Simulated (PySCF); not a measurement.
# What a mistake does to a calculation on CGeH6NSi cation

These are calculations, not measurements. The program is PySCF 2.14.0, an open-source quantum chemistry code, run on an isolated molecule that a program drew, which may never have been made. The molecule is CGeH6NSi cation (charge +1, singlet), drawn as the SMILES string `[SiH2+]N[CH]=[GeH2]`.

Each row is a Hartree-Fock (HF) and frozen-core CCSD(T) single point in the cc-pV(D+d)Z basis, meant for a local HF minimum. Run 1 is clean. Each other run has one planted mistake out of seven kinds, and not every kind appears here: one electron removed, one electron added, multiplicity raised by two, geometry at a saddle point, minimal basis STO-3G, one bond length entered in bohr, all coordinates scaled. The reference is restricted for singlets and unrestricted otherwise, and also for a bond in bohr. Adding or removing an electron swaps singlet and doublet. Electrons count all cores. HOMO and LUMO are orbital energies over both spins, the gradient is its largest component, and the lowest frequency (negative if imaginary) is given only where the gradient is small. Bond lengths are over the 9 bonds as drawn. T1 is the CCSD diagnostic: over 0.02 (restricted) or 0.045 (unrestricted) a single reference is doubtful. Germanium has the cc-pVDZ-PP basis, with a core potential (ECP10MDF) in place of its 10 inner electrons, and its 3s, 3p and 3d shells are frozen in CCSD(T).

Geometry of the clean run:
```xyz
10
CGeH6NSi cation, angstrom
Si    1.0105    3.3496    0.7180
N     0.1181    2.4285   -0.2904
C    -1.1990    1.8969   -0.0443
Ge   -1.6123    0.6963    1.1982
H     0.4606    3.7176    2.0150
H     2.3544    3.7204    0.2893
H     0.4805    2.2342   -1.2133
H    -1.9400    2.2251   -0.7624
H    -3.0400    0.2546    1.3853
H    -0.5518    0.1949    2.1579
```

| run | electrons | basis functions | <S^2> | HOMO (eV) | LUMO (eV) | gradient (hartree/bohr) | lowest frequency (cm^-1) | mean bond (Å) | longest bond (Å) | T1 | HF (hartree) | CCSD(T) (hartree) | mistake |
|---|---|---|---|---|---|---|---|---|---|---|---|---|---|
| 1 | 64 | 104 | 0.000 | -12.59 | -4.01 | 1.1e-05 | 96 | 1.4310 | 1.777 | 0.0187 | -677.80820 | -678.36042 | no fault |
| 2 | 64 | 104 | 0.986 | -12.96 | -4.42 | 7.3e-02 | - | 1.5309 | 1.909 | 0.0446 | -677.68991 | -678.23396 | one bond length entered in bohr |
| 3 | 64 | 104 | 2.036 | -10.13 | -4.54 | 8.8e-02 | - | 1.4310 | 1.777 | 0.0649 | -677.74383 | -678.25963 | multiplicity raised by two |
| 4 | 64 | 104 | 0.000 | -12.89 | -3.88 | 4.0e-02 | - | 1.3738 | 1.705 | 0.0167 | -677.78872 | -678.33018 | ? |

**Which mistake was planted in run 4, and what did it cost?**

The mean and the longest bond both change by the same factor, 0.960, and the gradient is no longer small. So the mistake is: all coordinates scaled. Subtracting run 1 and multiplying by 627.51 kcal/mol a hartree, the energy moved by 12.2 kcal/mol in HF and 19.0 kcal/mol in CCSD(T).

Cautions from the logs. Run 3: T1 is over the limit, so its CCSD(T) energy is less reliable.
